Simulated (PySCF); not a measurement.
Te (tellurium, neutral) across methods

[Kr] 4d10 5s1 5p4 5d1, one real determinant (an excited configuration). Computed with PySCF 2.14 in aug-cc-pVQZ-DK3 (9s8p6d3f2g, 102 functions), with scalar relativity by spin-free X2C-1e.

```tsv
method	E (hartree)	mean ε 5p α (eV)	mean ε 5p β (eV)	mean ε 5d α (eV)	Σ⟨r²⟩ (bohr²)	⟨S²⟩
PBE0	-6792.52	-10.661	-8.181	-0.780	75.53	6.005
LDA	-6786.48	-9.471	-7.638	-0.247	75.77	6.003
UHF	-6790.03543	-13.959	-9.091	-2.001	76.18	6.019
r2SCAN	-6792.87	-9.877	-7.519	-0.289	75.69	6.010
```

Task: Estimate the same row for PBE.

Result: E (hartree) = -6792.44; mean ε 5p α (eV) = -9.360; mean ε 5p β (eV) = -7.464; mean ε 5d α (eV) = -0.296; Σ⟨r²⟩ (bohr²) = 75.87; ⟨S²⟩ = 6.004.

⟨L²⟩ = 8.03 against 12 for a pure F term, so this real determinant mixes terms. The outer electron is Rydberg-like, and this basis confines it to a smaller radius and binds it less than a complete one would.
